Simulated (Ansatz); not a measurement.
System: sum formula BNH₃ (charge +1, singlet). It need not be the lowest isomer of its formula. SMILES: [NH2+]=B
Geometry: optimised at B3LYP-D3(BJ)/def2-TZVP (Ansatz, a first-principles code).

Property: vertical electron affinity (to the doublet state of charge +0; a negative value means that the extra electron is unbound and the number depends on the basis; each state is the SCF solution reached for its spin), in eV. Cores are frozen in the correlated levels unless marked. UHF or UKS for open shells. No spin-orbit coupling. Non-relativistic. CBS(X,Y): correlation extrapolated as X^-3; Hartree-Fock from the larger set. The bracket is a focal-point correction in the basis named.

| level | program | vertical electron affinity (eV) | minus last row |
|---|---|---|---|
| HF/aug-cc-pVQZ | Ansatz | 5.56 | -0.63 |
| PBE/def2-TZVPD | Ansatz | 6.43 | 0.24 |
| r2SCAN/def2-TZVPD | Ansatz | 6.45 | 0.26 |
| wB97X-V/def2-TZVPD | Ansatz | 6.16 | -0.03 |
| wB97X/def2-TZVPD | Ansatz | 6.18 | -0.01 |
| RI-MP2/aug-cc-pVTZ | Ansatz | 6.07 | -0.12 |
| RI-MP2/def2-TZVPPD | Ansatz | 6.05 | -0.14 |
| SCS-MP2/def2-SVPD | Ansatz | 5.90 | -0.29 |
| SCS-MP2/aug-cc-pVTZ | Ansatz | 5.96 | -0.23 |
| CCSD/def2-SVPD | Ansatz | 6.06 | -0.13 |
| CCSD/aug-cc-pVTZ | Ansatz | 6.13 | -0.06 |
| CCSD(T)/def2-QZVPPD | Ansatz | 6.17 | -0.02 |
| RI-MP2/CBS(aug-cc-pVTZ,aug-cc-pVQZ)+[CCSD(T)-MP2]/aug-cc-pVDZ | Ansatz | 6.20 | 0.01 |
| RI-MP2/CBS(def2-TZVPPD,def2-QZVPPD)+[CCSD(T)-MP2]/def2-TZVPPD | Ansatz | 6.19 | 0.00 |
| CCSD(T)/CBS(def2-TZVPPD,def2-QZVPPD) | Ansatz | 6.19 | 0.00 |
